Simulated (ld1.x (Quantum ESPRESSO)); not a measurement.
# u(r) = r·R(r): atom against pseudo-atom (Co (Z = 27))

Columns: radius, all-electron u(r) and pseudo u(r) of the 3p shell (level -63.12 eV) of cobalt in the configuration [Ne] 3s2 3p6 3d7.5 4s1.5 4p0; PBE, scalar-relativistic, TM scheme, ld1.x (Quantum ESPRESSO) 7.5.

| r (bohr) | all-electron | pseudo |
| --- | --- | --- |
| 0.130 | 0.6227 | -0.1135 |
| 0.260 | 0.1426 | -0.4074 |
| 0.390 | -0.5858 | -0.7623 |
| 0.520 | -1.0343 | -1.0435 |
| 0.650 | -1.1864 | -1.1701 |
| 0.780 | -1.1504 | -1.1447 |
| 0.910 | -1.0237 | -1.0238 |
| 1.040 | -0.8669 | -0.8673 |
| 1.170 | -0.7119 | -0.7119 |
| 1.300 | -0.5730 | -0.5730 |
| 1.430 | -0.4548 | -0.4548 |
| 1.560 | -0.3576 | -0.3576 |
| 1.690 | -0.2791 | -0.2791 |
| 1.820 | -0.2167 | -0.2167 |
| 1.950 | -0.1676 | -0.1676 |
| 2.080 | -0.1293 | -0.1293 |
| 2.210 | -0.0994 | -0.0994 |
| 2.340 | -0.0763 | -0.0763 |
| 2.470 | -0.0585 | -0.0585 |
| 2.600 | -0.0448 | -0.0448 |
| 2.730 | -0.0342 | -0.0342 |
| 2.860 | -0.0261 | -0.0261 |
| 2.990 | -0.0200 | -0.0200 |
| 3.120 | -0.0152 | -0.0152 |
| 3.250 | -0.0116 | -0.0116 |
| 3.380 | -0.0088 | -0.0088 |

How many radial nodes do the two functions have?

The all-electron 3p function has n − l − 1 = 1; the pseudo-wave has 0, since the states of the same l below it are removed with the core.

Is the pseudo-wave norm-conserving?

Yes: the TM scheme keeps the norm inside the radius equal to the all-electron one, which fixes the energy derivative of the logarithmic derivative at the level.
